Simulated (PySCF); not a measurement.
**Radial density of Ca(2+) (calcium, charge +2)**

UHF, [Ar], closed-shell 1S. Calculation: PySCF 2.14, in aug-cc-pVDZ-X2C; the spin-free X2C one-electron Hamiltonian (Gaussian nucleus).

```csv
r (bohr),4πr²ρ (e/bohr)
0.00161,0.2013
0.00271,0.5214
0.00455,1.316
0.00766,3.172
0.0129,7.056
0.0217,13.73
0.0364,21.29
0.0613,23.12
0.103,17.74
0.173,20.19
0.292,23.80
0.491,9.541
0.825,6.926
1.39,5.554
2.33,0.6787
3.93,0.005046
```

Densities and radii are taken from the X2C orbitals without a picture-change correction, which distorts them close to the nucleus.
